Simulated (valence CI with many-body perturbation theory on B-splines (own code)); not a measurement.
## Pr⁴⁶⁺: electric-dipole lines

Method: relativistic CI+MBPT: three valence electrons over a frozen Dirac-Fock core [Ne], a basis of 11 s, 11 p, 10 d, 8 f, 5 g, 2 h functions for each j, with the one-electron correlation potential Σ1 (screened to all orders), the two-electron term Σ2, the three-electron term Σ3, Breit, model QED; selected single and double excitations, second order for the rest, scaled by the run's own slope (own B-spline code, finite nucleus).

The last digits are not significant, and no measured levels were compared; by estimate large intervals hold to a few tenths of a per cent, small ones and those within an open d or f shell to about a per cent.

Lines 101 to 150 of 588 in falling wavelength, among levels below 1880.3 eV, chosen from the strongest by gf and those to the six lowest levels. Wavelengths and rates use the calculated energies. Electric multipoles are in the length gauge, E1 and E2 with the static RPA response of the core. Weak lines are less certain than strong ones. Lines between different terms over intervals too small for the method are left out, as are lines whose strength nearly cancels. The highest levels of a list are the least certain.

Levels are named by their leading jj configuration (3d3/2^4 stands for four electrons in 3d with j = 3/2), which in mixed levels can hold well under half, so a name can repeat and another be missing. Letters in brackets count levels of one name in rising energy.

| λ vac (nm) | Upper | Lower | A (s⁻¹) | log gf | Branch % |
| --- | --- | --- | --- | --- | --- |
| 6.687 | (3d3/2 3d5/2^2) J=5/2 [a] | (3p3/2 3d3/2 3d5/2) J=3/2 [b] | 7.53e+10 | -0.52 | 11.1 |
| 6.678 | (3p3/2 3d3/2 3d5/2) J=5/2 [b] | (3p3/2^2 3d3/2) J=3/2 [a] | 7.28e+10 | -0.53 | 9.4 |
| 6.677 | (3s 3d5/2^2) J=3/2 | (3s 3p3/2 3d5/2) J=1/2 | 7.07e+10 | -0.72 | 18.7 |
| 6.647 | (3s 3d5/2^2) J=7/2 | (3s 3p3/2 3d5/2) J=7/2 [b] | 2.77e+10 | -0.83 | 10.2 |
| 6.638 | (3s 3p1/2 3d5/2) J=5/2 [b] | (3s 3p1/2 3p3/2) J=3/2 [b] | 4.39e+10 | -0.76 | 42.2 |
| 6.629 | (3p1/2 3p3/2 3d5/2) J=5/2 [a] | (3p1/2 3p3/2^2) J=5/2 | 3.23e+10 | -0.89 | 10.4 |
| 6.622 | (3s 3p1/2 3d5/2) J=5/2 [a] | (3s 3p1/2 3p3/2) J=5/2 | 2.90e+09 | -1.94 | 2.5 |
| 6.613 | (3d3/2 3d5/2^2) J=7/2 [a] | (3p3/2 3d3/2 3d5/2) J=5/2 [b] | 6.61e+10 | -0.46 | 11.3 |
| 6.606 | (3d3/2 3d5/2^2) J=9/2 | (3p3/2 3d3/2 3d5/2) J=7/2 [b] | 1.71e+10 | -0.95 | 3.3 |
| 6.603 | (3p3/2 3d5/2^2) J=7/2 [a] | (3p3/2^2 3d5/2) J=7/2 | 3.08e+10 | -0.79 | 6.6 |
| 6.572 | (3s 3d5/2^2) J=9/2 | (3s 3p3/2 3d5/2) J=7/2 [a] | 8.96e+10 | -0.24 | 30.2 |
| 6.559 | (3d3/2^2 3d5/2) J=5/2 [b] | (3p3/2 3d3/2 3d5/2) J=5/2 [a] | 2.99e+10 | -0.94 | 3.6 |
| 6.557 | (3d3/2 3d5/2^2) J=5/2 [a] | (3p3/2 3d3/2 3d5/2) J=5/2 [c] | 2.67e+10 | -0.99 | 3.9 |
| 6.554 | (3s 3p3/2 3d5/2) J=5/2 [a] | (3s 3p3/2^2) J=5/2 | 5.88e+10 | -0.64 | 25.5 |
| 6.540 | (3d3/2 3d5/2^2) J=3/2 [b] | (3p3/2 3d3/2 3d5/2) J=5/2 [e] | 3.96e+10 | -0.99 | 7.1 |
| 6.536 | (3p3/2 3d3/2 3d5/2) J=3/2 [c] | (3p3/2^2 3d3/2) J=3/2 [b] | 5.47e+10 | -0.85 | 5.9 |
| 6.528 | (3p3/2 3d3/2 3d5/2) J=3/2 [b] | (3p3/2^2 3d3/2) J=1/2 | 4.18e+10 | -0.97 | 4.9 |
| 6.525 | (3p3/2 3d3/2 3d5/2) J=9/2 [b] | (3p3/2^2 3d3/2) J=7/2 | 2.03e+11 | 0.11 | 32.7 |
| 6.524 | (3s 3p1/2 3d3/2) J=1/2 | (3s 3p1/2 3p3/2) J=3/2 [a] | 3.85e+09 | -2.31 | 0.7 |
| 6.520 | (3p1/2 3d3/2 3d5/2) J=7/2 [b] | (3p1/2 3p3/2 3d5/2) J=7/2 [a] | 3.35e+10 | -0.77 | 7.0 |
| 6.519 | (3d5/2^3) J=5/2 | (3p3/2 3d5/2^2) J=5/2 | 1.41e+11 | -0.27 | 31.6 |
| 6.518 | (3s 3p1/2 3d5/2) J=3/2 | (3s 3p1/2 3p3/2) J=3/2 [b] | 1.86e+10 | -1.32 | 6.6 |
| 6.517 | (3p3/2 3d5/2^2) J=1/2 | (3p3/2^2 3d3/2) J=3/2 [b] | 9.02e+10 | -0.94 | 11.6 |
| 6.517 | (3p1/2 3d5/2^2) J=5/2 | (3p1/2 3p3/2 3d5/2) J=7/2 [b] | 3.06e+10 | -0.93 | 14.4 |
| 6.516 | (3d3/2^2 3d5/2) J=7/2 | (3p3/2 3d3/2^2) J=7/2 | 3.28e+10 | -0.78 | 4.4 |
| 6.516 | (3d3/2^2 3d5/2) J=5/2 [a] | (3p3/2 3d3/2^2) J=3/2 [a] | 6.49e+10 | -0.61 | 7.9 |
| 6.512 | (3p1/2 3d3/2 3d5/2) J=5/2 [a] | (3p1/2 3p3/2 3d3/2) J=3/2 [a] | 4.74e+10 | -0.74 | 27.7 |
| 6.507 | (3p3/2 3d5/2^2) J=9/2 | (3p3/2^2 3d5/2) J=7/2 | 1.46e+11 | -0.03 | 24.8 |
| 6.496 | (3d5/2^3) J=9/2 | (3p3/2 3d5/2^2) J=9/2 | 9.06e+10 | -0.24 | 27.8 |
| 6.496 | (3d3/2^2 3d5/2) J=9/2 | (3p3/2 3d3/2^2) J=7/2 | 1.24e+11 | -0.11 | 17.7 |
| 6.486 | (3d5/2^3) J=3/2 | (3p3/2 3d3/2 3d5/2) J=1/2 [b] | 1.02e+11 | -0.59 | 21.6 |
| 6.479 | (3d3/2 3d5/2^2) J=7/2 [b] | (3p3/2 3d3/2 3d5/2) J=9/2 [b] | 4.21e+10 | -0.67 | 7.7 |
| 6.469 | (3p3/2 3d3/2 3d5/2) J=7/2 [c] | (3p3/2^2 3d3/2) J=5/2 | 1.95e+11 | -0.01 | 26.1 |
| 6.458 | (3p1/2 3d3/2 3d5/2) J=5/2 [b] | (3p1/2 3p3/2 3d3/2) J=3/2 [b] | 4.42e+10 | -0.78 | 7.2 |
| 6.454 | (3d5/2^3) J=5/2 | (3p3/2 3d5/2^2) J=7/2 [b] | 7.31e+10 | -0.56 | 16.4 |
| 6.447 | (3s 3p1/2 3d3/2) J=3/2 [b] | (3s 3p1/2 3p3/2) J=3/2 [a] | 6.32e+09 | -1.80 | 1.1 |
| 6.444 | (3p3/2 3d5/2^2) J=7/2 [a] | (3p3/2^2 3d5/2) J=9/2 | 2.88e+10 | -0.84 | 6.2 |
| 6.440 | (3p1/2 3d3/2 3d5/2) J=7/2 [a] | (3p1/2 3p3/2 3d3/2) J=5/2 [a] | 5.55e+10 | -0.56 | 46.3 |
| 6.437 | (3d3/2^2 3d5/2) J=7/2 | (3p3/2 3d3/2^2) J=5/2 | 1.03e+11 | -0.29 | 13.6 |
| 6.423 | (3s 3d3/2 3d5/2) J=5/2 [b] | (3s 3p3/2 3d3/2) J=3/2 [b] | 4.44e+10 | -0.78 | 6.5 |
| 6.422 | (3d3/2 3d5/2^2) J=3/2 [b] | (3p3/2 3d5/2^2) J=1/2 | 7.65e+10 | -0.72 | 13.7 |
| 6.418 | (3s 3d3/2 3d5/2) J=9/2 | (3s 3p3/2 3d5/2) J=9/2 | 1.87e+10 | -0.94 | 4.1 |
| 6.414 | (3p3/2 3d3/2 3d5/2) J=5/2 [c] | (3p3/2^2 3d3/2) J=5/2 | 5.58e+10 | -0.68 | 8.5 |
| 6.401 | (3p1/2 3p3/2 3d5/2) J=1/2 | (3p1/2 3p3/2^2) J=1/2 | 1.49e+11 | -0.74 | 46.0 |
| 6.400 | (3p3/2 3d3/2 3d5/2) J=5/2 [e] | (3p3/2^2 3d3/2) J=3/2 [b] | 1.38e+11 | -0.29 | 18.5 |
| 6.390 | (3s^2 3d5/2) J=5/2 | (3s^2 3p3/2) J=3/2 | 7.15e+10 | -0.58 | 100.0 |
| 6.387 | (3p1/2 3d3/2 3d5/2) J=7/2 [b] | (3p1/2 3p3/2 3d3/2) J=5/2 [b] | 1.09e+11 | -0.27 | 22.6 |
| 6.374 | (3s 3d3/2 3d5/2) J=7/2 [a] | (3s 3p3/2 3d3/2) J=5/2 [a] | 9.63e+10 | -0.33 | 17.5 |
| 6.373 | (3d3/2 3d5/2^2) J=5/2 [b] | (3p3/2 3d3/2 3d5/2) J=7/2 [c] | 4.65e+10 | -0.77 | 8.0 |
| 6.352 | (3p3/2 3d5/2^2) J=9/2 | (3p3/2^2 3d5/2) J=9/2 | 1.15e+11 | -0.16 | 19.6 |
